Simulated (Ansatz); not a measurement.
Consider the substitution at a C–Sn bond: `C=C[CH2][SnH2][F]` + H₂S → `C=CCS` + `[F][SnH3]`.

Program: Ansatz. Geometries: PBE0-D4/def2-TZVP. ΔE: electronic, gas phase. CBS: MP2 limit from def2 TZ/QZ plus the TZ coupled-cluster correction, frozen cores. This one scheme is used for every species. DFT in def2-TZVPP. def2 core potentials past Kr. For Sn outer-core shells are correlated without core-valence functions, which leaves a few kJ/mol of doubt a bond. Each species was taken in one conformer, which may not be the lowest.

```csv
level,ΔE (kJ/mol)
r2SCAN-D4,44.2
B97M-V,37.4
revPBE,41.0
LC-ωPBE,39.4
```

**Question.** What does CCSD(T)/CBS give? (Estimate.)

**Answer.** Computed: +50.1 kJ/mol. The listed levels differ from it by -5.9, -12.7, -9.1, -10.7 kJ/mol.

Largest T1 diagnostic among the species: 0.014.

In def2-TZVPP, CCSD(T) changes the Hartree–Fock value by +12.8 kJ/mol (the triples alone add +0.7 kJ/mol) and MP2 by +16.7 kJ/mol. Leaving LDA and LC-ωPBE aside and taking each functional with its dispersion term where it has one, the values spread over 6.8 kJ/mol, from B97M-V to r2SCAN-D4.
